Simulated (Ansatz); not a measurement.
Total energies of B(NCMe)H3 (C2H6BN) from Ansatz at r2SCAN-D4/def2-TZVP, gas phase (1 Eh = 27.2114 eV = 2625.5 kJ/mol). The reference geometry is relaxed at r2SCAN-D4/def2-SVP.

```xyz
10

B    -0.770   -1.364    1.376
N    -0.207   -0.365    0.369
C     0.221    0.392   -0.395
C     0.755    1.338   -1.350
H     0.165    2.266   -1.335
H     0.722    0.913   -2.364
H     1.800    1.579   -1.101
H    -0.042   -2.346    1.323
H    -1.913   -1.605    1.012
H    -0.731   -0.806    2.465
```

```tsv
state	geometry	energy (Eh)
charge 0 singlet	reference	-159.35412
charge 1 doublet	reference	-158.99326
free B atom (doublet)	–	-24.63675
free N atom (quartet)	–	-54.58101
free C atom (triplet)	–	-37.83292
free H atom (doublet)	–	-0.49993
```

Q: Work out the vertical ionisation energy to the doublet.

A: E(charge 1 doublet) − E(charge 0 singlet) = -158.99326 − (-159.35412) = 0.36086 Eh = 9.82 eV. For comparison, −ε of the highest occupied level is 6.66 eV at this level, 3.16 eV less.

Q: What is the binding energy per atom against free atoms?

A: Atoms: 1 × (-24.63675) + 1 × (-54.58101) + 2 × (-37.83292) + 6 × (-0.49993) = -157.88318 Eh. Binding: -157.88318 − (-159.35412) = 1.47094 Eh = 40.03 eV, or 4.00 eV for each of 10 atoms (no zero-point energy, no counterpoise term).
